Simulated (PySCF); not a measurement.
1-heptene, C7H14.
SMILES with atom numbers: `[CH2:1]=[CH:2][CH2:3][CH2:4][CH2:5][CH2:6][CH3:7]` (hydrogens: H8, H9 on C1; H10 on C2; H11, H12 on C3; H13, H14 on C4; H15, H16 on C5; H17, H18 on C6; H19, H20, H21 on C7)

The same species was optimised twice, with GFN2-xTB and with PBE0-D3(BJ)/def2-SVP (PySCF), and the same property calculations (PySCF, gas phase) were run on both structures.

| coordinate | GFN2-xTB | PBE0-D3(BJ)/def2-SVP | change |
| --- | --- | --- | --- |
| C1=C2 (Å) | 1.319 | 1.334 | +0.015 |
| C4–C5 (Å) | 1.527 | 1.521 | -0.006 |
| C3–C4 (Å) | 1.532 | 1.528 | -0.004 |
| C5–C6 (Å) | 1.527 | 1.523 | -0.004 |
| C6–C7 (Å) | 1.524 | 1.520 | -0.004 |
| C2–C3 (Å) | 1.495 | 1.495 | 0.000 |
| C2–C3–C4 (°) | 111.4 | 113.1 | +1.7 |
| C3–C4–C5 (°) | 111.8 | 113.5 | +1.7 |
| C4–C5–C6 (°) | 112.2 | 113.7 | +1.5 |
| C5–C6–C7 (°) | 111.9 | 113.5 | +1.6 |
| C1–C2–C3 (°) | 124.6 | 125.5 | +0.9 |
| C1–C2–C3–C4 (°) | 118 | 119 | +1 |
| C2–C3–C4–C5 (°) | 179 | 179 | 0 |
| C3–C4–C5–C6 (°) | 180 | 180 | 0 |
| C4–C5–C6–C7 (°) | 180 | 180 | 0 |

Rotational constants: A = 11685, B = 796.9, C = 787.7 MHz (GFN2-xTB) against A = 11847, B = 783.0, C = 774.1 MHz (PBE0-D3(BJ)/def2-SVP). Point groups within 0.08 Å: C1 and C1.

On the GFN2-xTB structure: isotropic polarisability (au) 87.8 [PBE0/def2-SVPD]; HOMO (eV) -7.35 [PBE0/def2-SVPD]; LUMO (eV) 0.46 [PBE0/def2-SVPD]; dipole (D) 0.46 [PBE0/def2-SVPD].

Question: What do these properties become on the PBE0-D3(BJ)/def2-SVP structure?

Answer: 
```csv
property,level,on GFN2-xTB,on PBE0-D3(BJ)/def2-SVP,change
isotropic polarisability (au),PBE0/def2-SVPD,87.8,89.5,+1.7
HOMO (eV),PBE0/def2-SVPD,-7.35,-7.34,+0.01
LUMO (eV),PBE0/def2-SVPD,0.46,0.36,-0.10
dipole (D),PBE0/def2-SVPD,0.46,0.46,0.00
"energy, GFN2-xTB geometry as zero (kcal/mol)",PBE0/def2-SVPD,0.0,-1.3,-1.3
```

The heavy atoms differ by 0.026 Å rms after alignment. Among bonds between heavy atoms C1=C2 changes most (+0.015 Å). Changes are differences of the printed values. Neither structure is proved a minimum here.

The values belong to the conformer `[CH2:1]=[CH:2][CH2:3][CH2:4][CH2:5][CH2:6][CH3:7]`: C1–C2–C3–C4 119°, C2–C3–C4–C5 179°, C3–C4–C5–C6 180°, C4–C5–C6–C7 180°.
